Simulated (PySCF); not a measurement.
A PySCF script (with the pyscf-properties extension) for the NMR shieldings of `C#C[C@]1(CF)[C@@H]2C[C@@H]21`, C7H7F, on a GFN2-xTB geometry:

```python
import basis_set_exchange as bse
import numpy as np
from pyscf import gto, dft
from pyscf.prop import nmr

atoms = """
C     2.213483    0.331671   -1.434257
C     1.258264    0.298537   -0.712173
C     0.114846    0.275760    0.158148
C     0.148879    1.422451    1.158723
F    -0.949980    1.396435    1.979355
C    -0.487370   -1.030203    0.607184
C    -0.818021   -1.553140   -0.754683
C    -1.229883   -0.173019   -0.351424
H     3.048428    0.353779   -2.068815
H     0.142518    2.390131    0.644118
H     1.033381    1.352916    1.802467
H    -0.681658   -1.400712    1.590252
H    -0.024266   -1.679477   -1.481085
H    -1.597712   -2.301119   -0.819896
H    -2.175323    0.323978   -0.339825
"""
names = dict.fromkeys(["C", "F", "H"], "pcSseg-1")
basis = {el: gto.basis.parse(bse.get_basis(n, elements=[el], fmt="nwchem")) for el, n in names.items()}
mol = gto.M(atom=atoms, basis=basis, charge=0, verbose=0)
mf = dft.RKS(mol, xc="PBE0")
mf.grids.level = 2
mf.grids.alignment = dft.numint.BLKSIZE   # the property module wants whole blocks of grid points
mf.conv_tol = 1e-9
mf.kernel()

calc = nmr.RKS(mf)   # GIAO
C = mf.mo_coeff
Co = C[:, mf.mo_occ > 0]
resp = mf.gen_response(singlet=True, hermi=2)
def vind(x):   # induced exchange potential for any number of trial vectors
    d = np.einsum("pi,xij,qj->xpq", C, 2 * x.reshape(-1, C.shape[1], Co.shape[1]), Co, optimize=True)
    return np.einsum("xpq,pi,qj->xij", resp(d - d.transpose(0, 2, 1)), C, Co, optimize=True).ravel()
mo1, _ = nmr.rhf.solve_mo1(calc, with_cphf=vind)
sigma = calc.kernel(mo1)
for i, s in enumerate(sigma):   # ppm
    print("%2d %-2s %9.2f" % (i, mol.atom_pure_symbol(i), np.trace(s) / 3))
```

Task: What does it print?

Result: 
```
 0 C     110.75
 1 C     100.59
 2 C     145.01
 3 C     102.63
 4 F     431.17
 5 C     176.69
 6 C     162.34
 7 C     176.65
 8 H      30.45
 9 H      26.82
10 H      26.82
11 H      29.56
12 H      30.39
13 H      30.41
14 H      29.56
```

These numbers come from an equivalent density-fitted implementation of the same equations, which agrees with the script to about 0.01 ppm for H and up to a few tenths of a ppm for heavy atoms, so last digits may differ.

Task: Turn these shieldings into chemical shifts. Scale: TMS for ¹³C (σ = 186.93 ppm), ¹H (σ = 31.72 ppm); ¹⁹F (σ = 170.95 ppm) against CFCl3 (reference shieldings calculated alike).

Result: Averaging equivalent atoms: C 1: 86.3; C 3: 84.3; C 0: 76.2; C 2: 41.9; C 6: 24.6; C 5/7: 10.3; F 4: -260.2; H 9/10: 4.89; H 11/14: 2.16; H 12: 1.33; H 13: 1.30; H 8: 1.27 ppm. Unscaled 19F shifts against computed CFCl3 carry errors that often reach 10 to 50 ppm.

Size and cost of the density-fitted run: 171 basis functions, 44 s wall time on 1 thread of an Arm Neoverse N1, shared host; peak memory 0.76 GiB.
